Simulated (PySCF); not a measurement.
Te(H)(OH) (H₂OTe), SMILES O[TeH]. Atoms are numbered in the order given.

```xyz
4

Te    -0.1824    -0.0469     0.2190
H     -1.4105    -0.3562    -0.8649
O      1.2106     0.2073    -1.1412
H      1.2091     1.1348    -1.3949
```
Charge 0, spin multiplicity 1.

Coordinates come from a PBE0-D3(BJ)/def2-TZVP optimisation. The def2 effective core potentials stand for the cores of Te; spin–orbit coupling is left out.

Calculation: HF/def2-TZVPD (PySCF).

Mulliken values depend strongly on the basis, most of all with diffuse functions as here. ESP charges are fitted to the potential on shells at 1.4 to 2.0 van der Waals radii. Atomic charges (e):

```csv
atom,ESP fit,Mulliken
Te1,?,0.27
H2,?,0.08
O3,?,-0.72
H4,?,0.37
```

Q: What belongs in the gaps? (The exact figures need the calculation; the answer reports its results.)

A: 
- Te1, ESP fit: 0.09
- H2, ESP fit: 0.05
- O3, ESP fit: -0.52
- H4, ESP fit: 0.37
